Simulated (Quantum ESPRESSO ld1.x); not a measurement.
Results of a calculation; reference values are marked as such.
Q: These are the eigenvalues of the occupied orbitals of an atom or ion with whole-number occupations (eV). Code: ld1.x of Quantum ESPRESSO 7.5. Model: Dirac Kohn-Sham, PW91, spin-unpolarised, spherical densities, point nucleus.

orbital  eigenvalue
1s1/2      -88030.6
2s1/2      -15764.5
2p1/2      -15139.5
2p3/2      -12948.8
3s1/2      -3814.00
3p1/2      -3532.28
3p3/2      -3043.47
3d3/2      -2580.98
3d5/2      -2476.99
4s1/2      -894.030
4p1/2      -772.138
4p3/2      -652.414
4d3/2      -454.024
4d5/2      -431.671
5s1/2      -180.707
4f5/2      -174.757
4f7/2      -169.702
5p1/2      -138.555
5p3/2      -115.237
5d3/2      -55.6146
5d5/2      -52.5991
6s1/2      -36.5488
5f5/2       -7.6422

Which element is it, and in what charge state? The configuration may be excited. Open shells, if any, fill j = l - 1/2 first.

A: Z = 82, lead, charge +2: Pb2+ in [Kr] 4d10 4f14 5s2 5p4 5d10 6s2 5f2. The list shows which subshells hold electrons but not how many an open one holds; the 1s level, -3235.1 hartree, gives Z - s = 80.4 by -(Z - s)^2/2, which with screening and relativity narrows Z to a few neighbours, and the depths of the outer levels then fix element, charge and occupations together.
